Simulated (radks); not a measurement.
Spherical quantum dot in the effective-mass picture: electrons in a parabolic well V = omega^2 r^2 / 2 with omega = 0.137, all in effective atomic units (hartree* = m*/eps^2 hartree, bohr* = eps/m* bohr), one dielectric constant everywhere. Method: non-relativistic Kohn-Sham, LDA (Slater exchange, Perdew-Wang correlation), spin-polarised, spherical densities; computed with a radial shooting solver with Libxc functionals. Levels are named by radial order and angular momentum (1s, 1p, 1d, 2s, ...), and open shells are averaged over m. Results are scaled to m* = 0.258 and eps = 16.4, for which hartree* = 26.1 meV and bohr* = 3.364 nm.

N = 22, configuration 1s2 1p6 1d10 2s2 1f(up 2, down 0). This is the lowest configuration that the search found. Occupied and some empty levels:

level,occupation,eigenvalue (meV),<r> (nm)
1s up,1,77.272,22.98
1s down,1,77.369,22.59
1p up,3,77.990,26.11
1p down,3,78.114,25.94
1d up,5,78.977,28.25
1d down,5,79.116,28.18
2s up,1,79.748,21.28
2s down,1,79.810,21.48
1f up,2,80.190,29.94
1f down,0,80.336,29.93
2p up,0,81.264,24.42
2p down,0,81.333,24.46
1g up,0,81.601,31.37
1g down,0,81.747,31.40
2d up,0,82.891,27.01
2d down,0,82.971,27.00

Energy (meV): total 1042.73, kinetic 45.169, external 365.45, Hartree 715.65, exchange-correlation -83.536.
